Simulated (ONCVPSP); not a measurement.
**Configuration tests for Sn (ONCV)**

ONCVPSP 4.0.1 input, shortened (lines: element, Z, core and valence counts, functional; n l f; lmax; l rc ep ncon nbas qcut; lloc lpopt rc5 dvloc0; l nproj debl; icmod fcfact rcfact), PBEsol, scalar-relativistic:

```
  Sn 50.00    7    4  -116133      upf
    1    0    2.00
    2    0    2.00
    2    1    6.00
    3    0    2.00
    3    1    6.00
    3    2   10.00
    4    0    2.00
    4    1    6.00
    4    2   10.00
    5    0    1.50
    5    1    2.50
    3
    0    1.60    0.00    3    7    3.80
    1    1.40    0.00    5    8   10.40
    2    1.05    0.00    4    8   10.00
    3    1.60    0.03    3    7    6.20
    4    5    0.80    6.00
    0    2    2.80
    1    3    1.00
    2    3    3.80
    3    2    0.60
    2    0.60    1.20
```

Energies are relative to the spin-unpolarised reference configuration 4p6 4d10 5s1.5 5p2.5; without spin polarisation the order of configurations can differ from experiment. Not all tests gave a result: 1 of 4 tests not solved or not reliable.

| valence configuration | charge | ΔE all-electron (eV) | error AE − PS (meV) |
| --- | --- | --- | --- |
| 4p6 4d10 5s2 5p2 | 0 | -3.474 | -0.4 |
| 4p6 4d10 5s2 5p1 | +1 | 3.424 | -3.1 |
| 4p6 4d10 5s2 5p0 | +2 | 17.396 | -9.1 |

Levels in the configuration 4p6 4d10 5s2 5p2:

| level | all-electron (eV) | pseudo (eV) |
| --- | --- | --- |
| 4p | -89.564 | -89.623 |
| 4d | -25.792 | -25.824 |
| 5s | -10.595 | -10.591 |
| 5p | -3.709 | -3.709 |

Note: ghosts flagged at negative energy: s at -116.9 eV; GHOST(+) flagged for s at 172.7 eV. A true bound ghost makes a file unfit for plane-wave use.
